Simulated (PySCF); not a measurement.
## Simulated characterisation data

PySCF 2.14.0 with density-fitted response routines calculation with GIAO PBE0/pcSseg-1 shieldings and geometry: GFN2-xTB; no solvent model, one conformer, rapidly exchanging positions averaged, non-relativistic.

References, each an isolated molecule treated in the same way: ¹H (σ = 31.72 ppm) and ¹³C (σ = 186.93 ppm) against TMS. Splittings of carbon signals by F and P are missing where no couplings were computed. Where no couplings were computed, multiplicities follow the n + 1 count of equivalent neighbours, and m marks all less simple cases (inequivalent or close neighbours, rings, F or P nearby). Acid and N–H amide carbonyl carbons lie up to 10 ppm further downfield in solution (hydrogen bonding). Shifts are as computed. Against solution values, carbons near 30 ppm lie about +3 ppm off and those near 130 ppm about +5 ppm; carbons on Cl a further +6 ppm. Of 1211 compounds with measured shifts, 218 miss one by over three times the rms of a fit or turn the order of signals round; such compounds aren't used in these exercises. Groups on amide-type nitrogens are kept apart (slow C–N rotation). Carbons bonded to Cl come out too deshielded. OH and NH positions are gas-phase values without hydrogen bonding to other molecules.

Compound 1 (C6H7N3). ¹H NMR (400 MHz, computed): δ 8.33 (s, 1H), 7.56 (m, 1H), 6.98 (m, 1H), 6.51 (m, 1H), 6.02 (m, 1H), 5.64 (m, 1H), 5.17 (m, 1H). ¹³C{¹H} NMR (computed): δ 154.0, 140.6, 131.9, 130.3, 124.2, 105.1. Structure: SMILES C=Cc1nncn1C=C.

Compound 2 (C7H11ClO2). ¹H NMR (400 MHz, computed): δ 3.47 (s, 3H), 2.04 (m, 1H), 1.85 (s, 3H), 1.61 (s, 3H), 1.08 (m, 1H). ¹³C{¹H} NMR (computed): δ 186.0, 74.0, 56.7, 42.2, 34.4, 17.6, 17.5. Structure: `InChI=1S/C7H11ClO2/c1-6(5(8)9)4-7(6,2)10-3/h4H2,1-3H3/t6-,7+/m1/s1`.

Compound 3 (C6H9F2NO). ¹H NMR (400 MHz, computed): δ 5.85 (m, 1H), 4.89 (m, 1H), 4.81 (br, 1H), 4.38 (br, 1H), 2.38 (m, 1H), 1.50 (d, 3H), 1.27 (m, 1H). ¹³C{¹H} NMR (computed): δ 177.1, 79.0, 75.5, 38.4, 31.9, 21.4. Structure: SMILES C[C@@H](C(N)=O)C1[C@@H](F)[C@@H]1F.
